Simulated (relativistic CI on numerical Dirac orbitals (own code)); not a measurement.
Hyperfine structure of Hg2+, mass number 199

Computed by Dirac-Coulomb-Breit CI, KLI orbitals optimised for each configuration, QED by a radiative potential, valence Slater integrals scaled by 0.85, P86 correlation energy added to each configuration (own radial code, finite nucleus).

Configuration list (outside the closed core [Xe] 4f14): 5d10, 5d9 6s, 5d9 6p, 5d8 6s2, 5d9 5f, 5d9 7s, 5d9 6d, 5d8 6s 6p, 5d9 7p, 5d8 5f2, 5d9 7d, 5d9 6f, 5d9 5g, 5d9 7f, 5d9 6g, 5d8 6s 7s. Levels of other configurations are missing.

Nuclear spin I = 1/2, μ = 0.5039 μN (tables of Stone and Pyykkö). The electronic factors are computed for point nuclear moments, without core polarisation; leaving it out makes A of s and p electrons in near-neutral atoms 20 to 40 % too small, and it can dominate for d and f shells.

| Level | E (cm⁻¹) | A (MHz) |
| --- | --- | --- |
| 5d9 6s 3D_3 | 48155.8 | 9143 |
| 5d9 6s 3D_2 | 51599.5 | -5839 |
| 5d9 6s 3D_1 | 62922.4 | -9101 |
| 5d9 6s 1D_2 | 66147.4 | 13190 |
| 5d9 6p 3P°_2 | 106849.0 | -375.9 |
| 5d9 6p 3F°_3 | 109484.3 | 2598 |
| 5d8 6s2 3F_4 | 110089.6 | 1206 |
| 5d9 6p 3F°_4 | 119985.1 | 1083 |

Levels with J = 0, under 50 % of one LS term, or S terms without an open s electron are left out. Small factors come from cancelling terms and can be off by tens of per cent or more.

For a near-neutral ion this model can misplace configurations by up to about 10,000 cm⁻¹ (more where the count of f electrons changes) and terms by 10 to 25 % of their spread. Rates follow the energies as ν³ (E1, M1) or ν⁵ (E2), so they and the lifetimes can be off by large factors. The fine structure of a lone outer electron comes out too small, for d and f at times inverted, and misplaced configurations move strength between like terms. 22 of the 62 excited levels that our extract of the measured tables holds in this range could be paired (the sources list more); they are missed by 5744 cm⁻¹ on average and 13208 at most, and levels without a partner can miss by more.

**Question.** Give the hyperfine levels of 5d9 6s 3D_3 relative to its centre of gravity.

**Answer.** With K = F(F + 1) − I(I + 1) − J(J + 1), E = AK/2: F = 5/2: -18290, F = 7/2: 13710 MHz.

LS names give the leading component of a level, which can be under half, so a name can repeat, a term be missing and a line seem to break the LS rules.
